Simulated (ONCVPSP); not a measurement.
## Varying the ONCV potential for gallium

Base potential:

- Element: gallium
- Generator: ONCVPSP 4.0.1
- Type: optimised norm-conserving Vanderbilt (ONCV)
- Functional: PBEsol
- Relativity: scalar-relativistic
- Frozen core: [Ar] 3d10
- Valence charge: 3
- Reference configuration: 4s2 4p1
- Partial waves: 4s: rc 1.75 bohr, ncon 4, nbas 7, qcut 3.2 1/bohr, 2 projectors, debl 3.8 Ha; 4p: rc 2.65 bohr, ncon 5, nbas 9, qcut 3.4 1/bohr, 2 projectors, debl 2.8 Ha
- Local potential: polynomial inside 1.50 bohr (lpopt 5, dvloc0 2 Ha)
- Core correction: none

All-electron outer shells of the reference configuration (PBEsol, scalar-relativistic, ld1.x):

| shell | level (eV) | outermost node (bohr) | outermost maximum (bohr) |
| --- | --- | --- | --- |
| 3p | -98.68 | 0.24 | 0.56 |
| 3d | -19.16 | – | 0.53 |
| 4s | -8.96 | 0.81 | 1.90 |
| 4p | -2.57 | 0.87 | 2.53 |

Cutoffs, loose and tight: the cutoffs (Ha) at which the residual kinetic energy of the hardest occupied pseudo-wave falls to 1 and 0.1 mHa per electron. They do not see the model core or the augmentation charge, which bear on the density cutoff. Test errors are all-electron minus pseudo excitation energies from the reference, over the configurations 4s2 4p0; 4s1 4p0; 4s2 4p0.5; 4s1 4p1. A dash means not determined; rows that change the core or the reference have their own tests.

| change | outcome | cutoff, loose | cutoff, tight | bound ghosts | GHOST(+) flags above zero | largest test error (meV) |
| --- | --- | --- | --- | --- | --- | --- |
| base | generated | 15 Ha | 34 Ha | none | s | -7.0 |
| s: qcut 2.2; p: qcut 2.4 | generated | 31 Ha | 38 Ha | none | s | -10 |
| s: qcut 3.1; p: qcut 3.3 | generated | 17 Ha | 35 Ha | none | s | -7.5 |
| s: qcut 4.1; p: qcut 4.3 | generated | 7.5 Ha | 15 Ha | none | s | -4.2 |
| s: qcut 4.7; p: qcut 5 | failed: ERROR pspot: first pseudo wave function has node, program will stop | – | – | – | – | – |

(1) What comes out with this change to the base: s: qcut 2.7; p: qcut 2.8?

(2) What comes out with this change to the base: s: qcut 3.6; p: qcut 3.8?

Results:

(1) outcome: generated; cutoff, loose: 28 Ha; cutoff, tight: 37 Ha; bound ghosts: none; GHOST(+) flags above zero: s; largest test error (meV): -9.3.

(2) outcome: generated; cutoff, loose: 7.9 Ha; cutoff, tight: 30 Ha; bound ghosts: none; GHOST(+) flags above zero: s; largest test error (meV): -5.1.
